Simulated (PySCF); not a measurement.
C₂H₆BF₂N, SMILES NB(CF)CF.

Coordinates come from a B3LYP-D3(BJ)/def2-SVP optimisation. The structure was generated by enumeration, and PubChem lists no compound with its InChIKey, so it may never have been made. One conformer was computed; it need not be the lowest.

These are PySCF with PBE/def2-TZVP values and carry that method's errors.

Isolated molecule, no solvent.

Computed frontier levels, gap, dipole moment and polarisability:
| Item | Result |
|---|---|
| highest occupied level | -6.88 eV |
| lowest empty level | -0.39 eV |
| orbital gap | 6.50 eV |
| dipole moment | 0.36 D |
| quadrupole, principal values (traceless, Buckingham form, about the centre of nuclear charge) | -12.30, 1.68, 10.62 D·Å |
| mean static polarisability | 48.9 bohr³ (7.25 Å³) |
| polarisability, principal values | 40.0, 51.0, 55.7 bohr³ |
